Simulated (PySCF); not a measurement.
A mixed set of molecules. Method used: PySCF, TDDFT CAM-B3LYP/def2-SVPD, vertical, gas phase, core orbitals frozen in the response. Geometries: PBE0-D3(BJ)/def2-SVP; one conformer of each isolated species. Triplets are in the Tamm–Dancoff approximation. Relativistic effects are left out although some hold elements past zinc.

Question: Rank by computed HOMO energy, lowest first.
A. `[SiH3][SiH2][O][GeH3]`
B. `O([SiH2]OC(=O)C)C(=O)C`
C. `CC(C)(C)[AsH2]`
D. `[SiH3]N[SiH2][SiH3]`

Answer: B (-9.91 eV), A (-9.02 eV), D (-8.85 eV), C (-8.28 eV).

```csv
SMILES,HOMO (eV),T1 (eV),LUMO (eV),first f ≥ 0.01 (nm),f (S1),S1 mainly
[H][Si]([H])(OC(C)=O)OC(C)=O,-9.91,5.41,0.84,157,0.000,H→L+2 (37%) in one of a degenerate set
[SiH3][SiH2][O][GeH3],-9.02,5.52,0.35,173,0.006,H→L (90%)
[SiH3]N[SiH2][SiH3],-8.85,–,0.53,178,0.001,H→L (96%)
CC(C)(C)[AsH2],-8.28,5.19,0.97,200,0.051,H→L (83%)
```

H and L stand for HOMO and LUMO; a dash means that no computed state gives the value.
